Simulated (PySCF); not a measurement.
Si(F)(Br)(Me)(NH2) (CH5BrFNSi), SMILES N[Si](C)(F)Br. The structure is a stationary point at PBE-D3(BJ)/def2-SVP. The structure was generated by enumeration, and PubChem lists no compound with its InChIKey, so it may never have been made. Other conformers were not sampled.

These are PBE-D3(BJ)/def2-SVP (PySCF) values and carry that method's errors.

Harmonic wavenumbers (cm⁻¹): 133, 142, 151, 229, 238, 251, 298, 371, 421, 677, 719, 765, 839, 848, 918, 1226, 1375, 1380, 1481, 2984, 3082, 3101, 3492, 3592. Rotational constants (GHz): 3.469, 1.468, 1.445; symmetry number 1.

Question: Work out the zero-point energy and the ideal-gas rigid-rotor harmonic-oscillator thermochemistry at 298.15 K and 1 atm.

Answer: ZPE = ½ Σ hcν = ½ × 28714 cm⁻¹ = 41.05 kcal/mol. H − E(el) = 46.60 kcal/mol. Entropy in cal/(mol K): translation 41.08, rotation 28.17, vibration 18.58, total 87.83. G − E(el) = 20.41 kcal/mol. Cp = 28.17 cal/(mol K). Modes under 150 cm⁻¹ make the vibrational entropy uncertain.
